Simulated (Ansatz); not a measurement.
CH5MoNS2, SMILES `[CH3][Mo]([NH2])(=[S])=[S]`. The species carries charge 0 and has multiplicity 1. Mo takes the def2 core potential. Geometry: relaxed with PBE0-D4/def2-TZVP. It is one conformer, not always the lowest.

```xyz
10

C    -0.409    0.965    1.136
Mo   -0.270   -0.700   -0.132
N     1.038   -0.272   -1.448
S     0.319   -2.294    1.103
S    -2.189   -0.940   -0.950
H    -0.712    1.834    0.548
H     0.567    1.144    1.594
H    -1.149    0.777    1.916
H     0.807    0.065   -2.372
H     2.000   -0.579   -1.396
```

(1) What is the dipole moment at B3LYP/def2-TZVPP? (An estimate is asked.)

(2) And with PBE, r2SCAN, ωB97M-V? (Best estimate.)

(3) Give the Mulliken charges with B3LYP, ωB97M-V, r2SCAN in def2-TZVPP. (Best estimate.)

Answers

(1) Ansatz gave: 3.52 D, with components (2.39, 2.04, -1.58) D in this frame, pointing from negative to positive charge.

(2) Computed: PBE 3.54 D, r2SCAN 3.66 D, ωB97M-V 3.50 D.

(3) Ansatz gave: 
```
atom  B3LYP  ωB97M-V  r2SCAN
  C1  -0.44    -0.47   -0.34
 Mo2   0.92     0.69    0.89
  N3  -0.51    -0.44   -0.52
  S4  -0.35    -0.27   -0.36
  S5  -0.35    -0.27   -0.36
  H6   0.12     0.14    0.09
  H7   0.12     0.14    0.09
  H8   0.13     0.15    0.10
  H9   0.18     0.16    0.20
 H10   0.18     0.16    0.20
```

B3LYP here is the variant with VWN-RPA as its local correlation; programs differ in this.
